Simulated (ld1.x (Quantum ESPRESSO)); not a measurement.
**P (Z = 15): one change to a TM potential, before and after**

ld1.x (Quantum ESPRESSO) 7.5 input, shortened:

```
&input
   title='P', zed=15., rel=0, dft='PBE', iswitch=3,
   config='[Ne] 3s2 3p1'
 /
 &inputp
   pseudotype=2, tm=.true., lloc=-1, rcloc=1.20,
   nlcc=.true., new_core_ps=.true., rcore=1.10
 /
2
3S  1  0   2.00   0.00  1.35  1.35  0.0
3P  2  1   1.00   0.00  1.60  1.60  0.0
 &test
   configts(1)='3s2 3p1'
 /
```

All-electron outer shells of the reference configuration (PBE, non-relativistic, ld1.x):

```tsv
shell	level (eV)	outermost node (bohr)	outermost maximum (bohr)
3s	-33.86	0.65	1.52
3p	-24.28	0.63	1.68
```

Change: wave 3s (bound): rc 1.35 bohr becomes 3s (bound): rc 1.82 bohr.

Cutoffs: the cutoffs (Ry, on a coarse ladder) from which the occupation-weighted sum of valence levels, in a spherical-Bessel basis at the reference potential, stays within 10 and 1 mRy of its value at 400 Ry; they do not see the model core or the augmentation charge, which bear on the density cutoff. Errors are all-electron minus pseudo energies relative to the spin-unpolarised reference configuration.

Q: What does the change do?

A: The potential gets softer (35 Ry and 70 Ry → 18 Ry and 45 Ry); of the 7 tests that both files solve, the error grows in 0 and shrinks in 1 by more than 15 % and 0.3 meV (median size 23.1 → 23.9 meV); neither file shows a bound ghost. A larger radius leaves more room for a smooth pseudo-wave, so fewer plane waves are needed.

```tsv
quantity	base	changed
cutoff, loose	35 Ry	18 Ry
cutoff, tight	70 Ry	45 Ry
loose cutoff by channel (10 mRy a level)	s 18 Ry, p 8 Ry	s 15 Ry, p 8 Ry
bound ghosts	none	none
error for 3s2 3p3, meV [ΔE -28.90 eV]	+34	+36
error for 3s2 3p2, meV [ΔE -19.16 eV]	+13	+14
error for 3s2 3p0, meV [ΔE 29.75 eV]	+25	+27
error for 3s1 3p4, meV [ΔE -20.45 eV]	+23	+24
error for 3s1 3p3, meV [ΔE -10.13 eV]	+7.1	+6.5
error for 3s0 3p5, meV [ΔE -11.88 eV]	+13	+7.4
error for 3s2 3p3.3, meV [ΔE -30.21 eV]	+39	+41
```
